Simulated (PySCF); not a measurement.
C6H7N3O: full NMR table

| Item | Value |
| --- | --- |
| Formula | C6H7N3O |
| SMILES | C=Cn1nncc1C(C)=O |
| Degrees of unsaturation | 5 |
| Carbon signals | 6 |
| Proton signals | 5 |

Atom-mapped SMILES (the numbers label the heavy atoms): `[CH2:1]=[CH:2][n:3]1[n:4][n:5][cH:6][c:7]1[C:8]([CH3:9])=[O:10]`; H(Xn) means a hydrogen on atom n. Ha(C1) is cis to N3; Hb(C1) is trans to N3.

- KT2/pcSseg-1 with gauge-including orbitals
- PBE0-D3(BJ)/def2-SVP geometry
- run in PySCF
- fast rotation and ring inversion assumed for equivalent nuclei, one computed conformer, no relativistic terms, gas phase

Scale: ¹H (σref 31.18) and ¹³C (σref 183.22) vs TMS; NH3 for ¹⁵N (σref 264.30); ¹⁷O (σref 330.66) vs H2O (reference shieldings calculated alike).

```tsv
carbon	δC, type	δH (multiplicity)	HMBC from (2–3 bonds)	span of the C tensor (ppm)
C1	104.5, CH2	Ha(C1) 6.57 (m); Hb(C1) 5.19 (m)	H(C2)	185
C2	128.5, CH	8.53 (m)	Ha(C1), Hb(C1)	175
C6	131.2, CH	7.73 (s)	–	132
C7	123.4, C	–	H(C2), H(C6), H(C9)	126
C8	177.0, C	–	H(C6), H(C9)	172
C9	29.4, CH3	2.51 (s)	–	58
```

Other nuclei:
| atoms | nucleus | environment | δ (ppm) | σ (ppm) |
| --- | --- | --- | --- | --- |
| N4 | ¹⁵N | pyridine-type nitrogen of an azole | 369.6 | -105.3 |
| N5 | ¹⁵N | pyridine-type nitrogen of an azole | 359.9 | -95.6 |
| N3 | ¹⁵N | pyrrole-type ring nitrogen | 269.9 | -5.6 |
| O10 | ¹⁷O | ketone oxygen | 588.6 | -258.0 |

- Carbon types of the structure: 2 × C, 2 × CH, 1 × CH2, 1 × CH3, which accounts for all hydrogens.
- δC 177.0: ketone carbonyl carbon; the double bond to the heteroatom, with no lone-pair donor beside it, deshields it most.
- δC 128.5: alkene CH; the olefinic region.
- δC 123.4: substituted aromatic carbon next to a ring nitrogen.
- δC 104.5: terminal =CH2 carbon; an sp2 carbon of a C=C bond.
- δH 8.53: hydrogen on an alkene CH.

Shifts are as computed. Against solution values, carbons near 30 ppm lie about +2 ppm off and those near 130 ppm about -5 ppm. Of 1313 compounds with measured shifts, 239 miss one by over three times the rms of a fit or turn the order of signals round; such compounds aren't used in these exercises. Unscaled 17O shifts of doubly bonded oxygen tend to come out too high, by tens of ppm or more. Experimental scales use liquid or dissolved standards, which lie at an offset from isolated NH3 (liquid NH3: subtract about 20 ppm) and H2O (liquid H2O: subtract about 36 ppm). Unscaled 15N shifts of sp2 nitrogen come out 20 to 40 ppm too high even then. Multiplicities follow the n + 1 count of equivalent neighbours, as no J values were calculated; m marks all less simple cases, F and P coupling included.
